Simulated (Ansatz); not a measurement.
Mulliken charges of CH$_{2}$FInOS, SMILES `O[C](=S)[InH][F]` from r2SCAN/def2-TZVPP in Ansatz (PBE0-D4/def2-TZVP geometry).

| atom | x (Å) | y (Å) | z (Å) | charge (e) |
| --- | --- | --- | --- | --- |
| O1 | 0.081 | 0.031 | 1.635 | -0.204 |
| C2 | 0.560 | -0.671 | 0.628 | 0.040 |
| S3 | 1.552 | -1.940 | 0.778 | -0.218 |
| In4 | -0.173 | 0.120 | -1.241 | 0.699 |
| F5 | -1.172 | 1.501 | -0.154 | -0.529 |
| H6 | -0.495 | 0.744 | 1.268 | 0.263 |
| H7 | -0.354 | 0.215 | -2.915 | -0.051 |

By hand: the dipole of these point charges (1 e Å = 4.8032 D).

Σ q r = (0.054, -0.136, -0.782) e Å, of length 0.796 e Å = 3.82 D.

How does the dipole of the full density compare? (Best estimate.)

Computed: (-0.100, 0.073, -0.672) e Å, 3.28 D; the point charges give 1.16 times that, at 20° from its direction.

Point charges leave out the atoms' own dipoles, such as those of lone pairs, and Mulliken's split depends on the basis, so the two needn't agree.
